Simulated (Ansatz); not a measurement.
Relaxation of CH2AlNO (6 atoms, charge 0, multiplicity 1), to a largest force component of 0.015 eV/Å in at most 40 steps.

The calculation used Ansatz, RKS BLYP-D4/def2-SVP.

```xyz
6
Properties=species:S:1:pos:R:3
O 1.633 -1.611 1.538
C 0.951 -1.228 0.517
N 0.275 -0.873 -0.531
Al -0.613 0.766 -0.520
H -1.498 1.188 -1.836
H -0.706 1.694 0.786
```

Task: Where does it end, and by what steps?

Result: It converged. After 8 steps the energy has fallen by 0.887 eV; N3 moved furthest, 0.83 Å.

```tsv
step	energy less start (eV)	largest force component (eV/Å)	accepted
0	0.0000	5.703	yes
1	-0.6278	1.537	yes
2	-0.6895	0.630	yes
3	-0.7302	0.457	yes
4	-0.7828	0.850	yes
5	-0.8427	0.396	yes
6	-0.8768	0.147	yes
7	-0.8864	0.018	yes
8	-0.8872	0.006	yes
```

```xyz
6
Properties=species:S:1:pos:R:3
O 1.728 -2.172 0.990
C 1.033 -1.304 0.581
N 0.321 -0.414 0.161
Al -0.728 0.914 -0.432
H -1.281 0.805 -1.912
H -1.031 2.106 0.565
```

Whether the end is a true minimum wasn't checked by a vibrational analysis.

The run took 19 s on 1 thread of Arm Neoverse V1 (shared host), peak memory 0.15 GiB.
